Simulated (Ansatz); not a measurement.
Relaxation of C2H5FGeO2 (11 atoms, charge 0, multiplicity 1), to a largest force component of 0.02 eV/Å in at most 50 steps.

Method: RKS B3LYP-D4/def2-SVP (Ansatz).

```xyz
11
Properties=species:S:1:pos:R:3
C -2.107 0.131 -0.561
C -0.877 -0.121 -0.401
O -0.344 -1.155 -1.160
O -0.054 0.634 0.520
Ge 1.635 0.331 0.850
F 2.183 1.494 2.083
H -2.590 0.978 -0.004
H -2.718 -0.364 -1.288
H 0.662 -1.413 -1.020
H -0.011 1.544 0.907
H 1.820 -1.108 1.410
```

Q: Where does it end, and by what steps?

A: The run converged. After 18 steps the energy has fallen by 3.818 eV; H10 moved furthest, 1.53 Å. The start is strongly strained (largest force component 9 eV/Å), so its close contacts needn't be bonds. Parted: O4–Ge5 (1.75 → 2.34 Å).

| step | energy less start (eV) | largest force component (eV/Å) | accepted |
| --- | --- | --- | --- |
| 0 | 0.0000 | 9.255 | yes |
| 1 | -1.9580 | 5.420 | yes |
| 2 | -3.0061 | 2.094 | yes |
| 3 | -3.4262 | 1.025 | yes |
| 4 | -3.5323 | 0.673 | yes |
| 5 | -3.6066 | 0.605 | yes |
| 6 | -3.6462 | 0.266 | yes |
| 7 | -3.6792 | 0.275 | yes |
| 8 | -3.7049 | 0.289 | yes |
| 9 | -3.7288 | 0.396 | yes |
| 10 | -3.7522 | 0.490 | yes |
| 11 | -3.7701 | 0.524 | yes |
| 12 | -3.7750 | 0.465 | yes |
| 13 | -3.8022 | 0.143 | yes |
| 14 | -3.8089 | 0.190 | yes |
| 15 | -3.8136 | 0.151 | yes |
| 16 | -3.8168 | 0.096 | yes |
| 17 | -3.8176 | 0.064 | yes |
| 18 | -3.8179 | 0.014 | yes |

```xyz
11
Properties=species:S:1:pos:R:3
C -1.706 0.622 -0.575
C -0.820 -0.372 -0.470
O -0.651 -1.355 -1.365
O 0.087 -0.489 0.570
Ge 1.935 0.952 0.595
F 0.713 1.625 1.776
H -1.699 1.440 0.144
H -2.416 0.625 -1.400
H -0.222 -2.106 -0.928
H -0.189 0.083 1.321
H 2.568 -0.076 1.668
```

Whether the end is a true minimum wasn't checked by a vibrational analysis.

The run took 60 s on 2 threads of Intel(R) Xeon(R) Platinum 8488C (Sapphire Rapids), on a shared host, peak memory 0.36 GiB.
